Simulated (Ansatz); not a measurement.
Reactions of `FC[SiH2]CCl`.

Isolated molecules relaxed with PBE0-D4/def2-TZVP in Ansatz; ΔE leaves out vibrations. CCSD(T)/CBS is the MP2 limit (def2-TZVPP, def2-QZVPP) plus CCSD(T) − MP2 in def2-TZVPP, frozen cores. This one scheme is used for every species. Functionals use def2-TZVPP. For Se outer-core shells are correlated without core-valence functions, which leaves a few kJ/mol of doubt a bond. Scalar relativity is left out up to krypton. One conformer a species, not always the lowest.

| reaction | PBE-D4 (kcal/mol) | ωB97X-V (kcal/mol) | ωB97M-V (kcal/mol) |
| --- | --- | --- | --- |
| `FC[SiH2]CCl` + `O[SiH3]` → `[SiH3]O[SiH2]CCl` + `CF` | -27.8 | -31.1 | -31.0 |
| `FC[SiH2]CCl` + H₂Se → `FC[SiH2][SeH]` + `CCl` | -16.2 | -15.5 | -15.2 |
| `FC[SiH2]CCl` + CH₃OH → `CO[SiH2]CF` + `CCl` | -21.2 | -23.9 | -23.6 |
| `FC[SiH2]CCl` + `O[SiH3]` → `O[SiH2][SiH2]CF` + `CCl` | -2.7 | 0.2 | 1.8 |
| `FC[SiH2]CCl` + H₂O → `OC[SiH2]CCl` + H–F | -0.3 | 1.0 | 0.7 |
| `FC[SiH2]CCl` → `FCCCl` + `[SiH2]` | 57.4 | 58.0 | 55.3 |
| `FC[SiH2]CCl` + H₂S → `S[SiH2]CCl` + `CF` | -18.5 | -18.0 | -17.9 |
| `FC[SiH2]CCl` + H₂ → `C[SiH2]CCl` + H–F | -30.0 | -30.1 | -31.0 |
| `FC[SiH2]CCl` + `C1=CN1` → `ClCC1=CN1` + `FC[SiH3]` | 1.3 | 2.6 | 3.4 |
| `FC[SiH2]CCl` + `C=N` → `C=N[SiH2]CF` + `CCl` | -9.6 | -10.4 | -10.3 |

(1) Give the CCSD(T)/CBS values in the same order. (An estimate is asked.)

Largest T1 diagnostic: 0.014, for `[SiH2]`.

Results:

(1) Computed: -32.0, -16.2, -23.6, 0.8, -0.3, 55.5, -19.0, -33.6, 3.2, -10.3 kcal/mol.
